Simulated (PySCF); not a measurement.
Cl₂I, SMILES Cl[I-]Cl, charge -1. The structure is a stationary point at PBE-D3(BJ)/def2-SVPD. The def2 effective core potentials stand for the cores of I; spin–orbit coupling is left out.

Question: Give the equilibrium geometry at PBE-D3(BJ)/def2-SVPD (PySCF confirms it by a frequency run) as bond lengths and angles, and its point group. (The exact figures need the calculation; the answer reports its results.)

Answer: point group D∞h.
Atoms: Cl1 I2 Cl3. Bond lengths (Å): Cl1–I2 2.627, I2–Cl3 2.627. Angles (°): Cl1–I2–Cl3 180.0.
Charge -1, spin multiplicity 1.
